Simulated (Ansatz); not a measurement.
Co₂Si₂⁺. Total charge 1; doublet. Geometry PBE-D4/def2-SVP, that of the neutral singlet; atoms count from 1.

```xyz
4

Co   -1.137    0.606   -0.003
Co   -0.011   -1.230   -0.385
Si    0.773    0.680   -0.988
Si    0.375   -0.056    1.375
```

The charge 1 doublet is spin-contaminated (final ⟨S²⟩ up to 2.14, 0.75 for a pure state). The structure comes from a short search, and lower isomers may exist.

(1) Estimate the Mulliken populations from the PBE0/def2-TZVP orbitals of Ansatz.

(2) Where does the spin sit?

(3) And the Mayer bond orders between bonded heavy atoms (over 0.3)?

## Answers

(1) 
| atom | charge (e) | spin (α − β) | d electrons |
| --- | --- | --- | --- |
| Co1 | 0.36 | 1.82 | 7.77 |
| Co2 | 0.33 | 0.07 | 7.82 |
| Si3 | 0.15 | -0.45 | – |
| Si4 | 0.15 | -0.45 | – |
Mulliken values and Mayer orders depend strongly on the basis.

(2) Summed by element: Co 1.89, Si -0.89, of 1 unpaired in all. Largest on single atoms: Co1 1.82, Si3 -0.45, Si4 -0.45.

(3) Co1–Co2 0.67 (2.19 Å); Co1–Si3 0.97 (2.15 Å); Co1–Si4 0.97 (2.15 Å); Co2–Si3 1.06 (2.15 Å); Co2–Si4 1.06 (2.15 Å); Si3–Si4 0.89 (2.51 Å).
